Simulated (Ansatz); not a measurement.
Cs3Ge3Br9, relaxed as a singlet with RKS PBE-D4/def2-SVP in Ansatz, starting from the GFN1-xTB geometry. Force threshold 0.03 eV/Å.

In the def2 sets Cs takes a core potential; there is no spin–orbit coupling. Single mean-field runs in def2-SVP are fitted with def2-universal-jkfit. The structure comes from a short search, and lower isomers may exist.

Start:

```xyz
15

Cs    2.599    2.192   -1.536
Cs    0.091   -0.370    3.694
Cs   -1.385   -0.623   -1.328
Ge   -0.690   -2.442    1.312
Ge    0.081    2.034    0.955
Ge    1.234    0.062   -3.834
Br   -0.833    2.714    3.079
Br   -1.845   -3.902   -0.191
Br    2.276    1.312    1.754
Br    0.730    4.237    0.213
Br   -2.585   -0.949    1.757
Br   -0.251    1.869   -3.126
Br   -0.465   -1.497   -4.441
Br    1.852   -0.975   -1.694
Br   -0.808   -3.660    3.388
```

(1) Estimate the energy that the relaxation releases and the steps that it takes.

(2) Does the start keep its bonding and symmetry?

(3) Predict the relaxed structure.

## Answers

(1) 46.0 kcal/mol, in 24 steps; 1.7 min on 2 threads of AMD EPYC 7R13 on a shared host and a share (18 GiB) of an NVIDIA H100 80GB HBM3. The force fell under the threshold at step 15, but the optimiser went on and released 0.012 eV more. No frequencies were taken in this run, so the end may be a saddle point.

(2) Bonds lost: Cs3–Ge5 (atoms count from 1). Metal–metal contacts that move far: Cs2–Cs3 5.24 to 7.20 Å, Cs1–Cs3 4.88 to 5.89 Å.

(3) 
```xyz
15

Cs    2.923    1.581   -1.035
Cs   -0.758   -0.041    4.871
Cs   -2.161   -1.194   -2.100
Ge    0.048   -2.305    1.213
Ge   -0.318    2.486    1.335
Ge    1.110   -0.030   -4.607
Br   -1.005    3.291    3.597
Br   -1.302   -4.029    0.015
Br    1.541    0.857    2.184
Br    1.311    4.293    0.711
Br   -1.977   -0.671    1.503
Br   -0.078    1.731   -3.195
Br   -0.883   -1.224   -5.446
Br    1.594   -1.487   -2.576
Br   -0.044   -3.257    3.530
```
Bond lengths (bridged metal pairs left out): 13 × Br–Cs 3.56 to 3.80 Å; 9 × Br–Ge 2.47 to 2.62 Å; 4 × Cs–Ge 4.12 to 4.32 Å.
